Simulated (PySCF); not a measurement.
Input file for PySCF: R-HF/STO-3G on CH4Cd (SMILES [CH3][CdH]), a point of a bond scan (R = 1.472 Å).

```python
from pyscf import gto, scf, dft, mp
from pyscf.data.elements import chemcore

mol = gto.M(
    atom='''
    Cd   -0.28068773   -0.15103297   -0.04141861
    H    -1.74994566   -0.94161398   -0.25822404
    C     1.58135131    0.85089642    0.23334606
    H     2.18869688    0.45721668    1.51513677
    H     1.43288682    1.93112443    0.23532541
    H     2.27072534    0.59541191   -0.57190501
    ''',
    basis='sto-3g',
    charge=0, spin=0, verbose=3, max_memory=1800)
mf = scf.RHF(mol)
mf.conv_tol = 1e-8
mf.max_cycle = 100
mf.kernel()
if not mf.converged:
    mf = mf.newton().run(mf.mo_coeff, mf.mo_occ)
```

Output:

```
converged SCF energy = -5451.24388109293
```

The calculation finished and met its thresholds.

Cost: roughly 0.6 core-seconds.
